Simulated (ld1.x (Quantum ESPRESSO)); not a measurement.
indium: one change to a PAW potential, before and after

indium, PAW, made with ld1.x (Quantum ESPRESSO) 7.5 (PBE, scalar-relativistic). Core [Kr], reference 4d10 5s1 5p2. Waves: 5s (bound): rcut 1.60, rcutus 2.00 bohr; 5s channel at 3.8 Ry: rcut 1.60, rcutus 2.00 bohr; 5p (bound): rcut 2.40, rcutus 3.05 bohr; 5p channel at 0.55 Ry: rcut 2.40, rcutus 3.05 bohr; 4d (bound): rcut 1.75, rcutus 1.90 bohr; 4d channel at -0.65 Ry: rcut 1.75, rcutus 1.90 bohr. Local part: all-electron potential smoothed inside 2.00 bohr (lloc = -1). Core correction: Bessel-smoothed model core, default radius (core density twice the valence density). Augmentation charge: BESSEL, radius 1.40 bohr.

Change: waves 4d (bound): rcut 1.75, rcutus 2.70 bohr; 4d channel at -0.65 Ry: rcut 1.75, rcutus 2.70 bohr.

Cutoffs: the cutoffs (Ry, on a coarse ladder) from which the occupation-weighted sum of valence levels, in a spherical-Bessel basis at the reference potential, stays within 10 and 1 mRy of its value at 400 Ry; they do not see the model core or the augmentation charge, which bear on the density cutoff. Errors are all-electron minus pseudo energies relative to the spin-unpolarised reference configuration.

Task: How do hardness, ghosts and transferability respond?

Result: The potential gets softer (35 Ry and 55 Ry → 15 Ry and 25 Ry); the number of tests with a reliable result goes from 7 to 3 (the test run of the changed file stopped, so its transferability is not established); of the 3 tests that both files solve, the error grows in 1 and shrinks in 2 by more than 15 % and 0.3 meV (median size 1.6 → 1.4 meV); the range in which the d phases agree narrows (upper end at the end of the scan → 0.2); neither file shows a bound ghost. A larger radius leaves more room for a smooth pseudo-wave, so fewer plane waves are needed.

```csv
quantity,base,changed
"cutoff, loose",35 Ry,15 Ry
"cutoff, tight",55 Ry,25 Ry
loose cutoff by channel (10 mRy a level),"s 8 Ry, p 6 Ry, d 25 Ry","s 8 Ry, p 6 Ry, d 10 Ry"
bound ghosts,none,none
tests with a reliable result,7 of 7,3 of 7 (the test run stopped)
"error for 4d10 5s2 5p1, meV [ΔE -5.84 eV]",+1.0,+0.6
"error for 4d10 5s2 5p0, meV [ΔE -0.48 eV]",+3.0,+1.4
"error for 4d10 5s1 5p0, meV [ΔE 18.76 eV]",+1.6,+8.7
s: phases at 3.29 bohr within 0.05 rad from the reference energy up to (Ry; the scan ends near 5),to the end of the scan,to the end of the scan
p: phases at 3.29 bohr within 0.05 rad from the reference energy up to (Ry; the scan ends near 5),2.3,2.3
d: phases at 3.29 bohr within 0.05 rad from the reference energy up to (Ry; the scan ends near 5),to the end of the scan,0.2
lowest overlap eigenvalue by channel,"s 0.64, p 0.51, d 0.59","s 0.64, p 0.51, d 0.02"
```
